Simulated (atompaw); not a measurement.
**Reading a pseudo-wave (tantalum (Ta))**

Columns: radius, all-electron u(r) and pseudo u(r) of the 6s shell (level -4.98 eV) of tantalum in the configuration [Xe] 4f14 5d3 6s1.5 6p0.5; PBE, non-relativistic, PAW (atompaw) scheme, atompaw 4.2.0.5.

```csv
r (bohr),all-electron,pseudo
0.115,0.0446,-0.0210
0.231,0.0406,-0.0425
0.346,-0.1513,-0.0642
0.462,-0.1380,-0.0867
0.577,0.0012,-0.1099
0.692,0.1460,-0.1341
0.808,0.2422,-0.1595
0.923,0.2779,-0.1858
1.038,0.2629,-0.2131
1.154,0.2108,-0.2417
1.269,0.1362,-0.2708
1.385,0.0491,-0.3009
1.500,-0.0409,-0.3310
1.615,-0.1288,-0.3613
1.731,-0.2118,-0.3915
1.846,-0.2863,-0.4208
1.962,-0.3526,-0.4494
2.077,-0.4094,-0.4762
2.192,-0.4574,-0.5013
2.308,-0.4974,-0.5243
2.423,-0.5293,-0.5446
2.538,-0.5542,-0.5619
2.654,-0.5729,-0.5761
2.769,-0.5858,-0.5867
2.885,-0.5936,-0.5938
3.000,-0.5970,-0.5970
```

(1) How many radial nodes do the two functions have?

(2) Is the pseudo-wave norm-conserving?

Answers

(1) The all-electron 6s function has n − l − 1 = 5 (the table is too coarse to show those close to the nucleus); the pseudo-wave has 0, since the states of the same l below it are removed with the core.

(2) No, it belongs to a PAW set: the norm inside the radius is not constrained, and the difference is carried by the augmentation charge.
